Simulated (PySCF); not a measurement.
CH9N3Sn, SMILES [CH3][Sn]([NH2])([NH2])[NH2].

Geometry: B3LYP-D3(BJ)/def2-SVP. The def2 effective core potentials stand for the cores of Sn; spin–orbit coupling is left out. The values are those of a single conformer.

Method: r2SCAN/def2-TZVP in PySCF.

```json
{
  "total_energy": "-422.15577 hartree",
  "highest_occupied_level": "-5.62 eV",
  "lowest_empty_level": "-0.66 eV",
  "orbital_gap": "4.97 eV",
  "dipole_moment": "1.47 D",
  "quadrupole, principal values (traceless, Buckingham form, about the centre of nuclear charge)": "-9.05, -1.66, 10.70 D·Å",
  "mean_static_polarisability": "77.1 bohr³ (11.43 Å³)",
  "polarisability_principal_values": "70.6, 78.9, 81.8 bohr³"
}
```
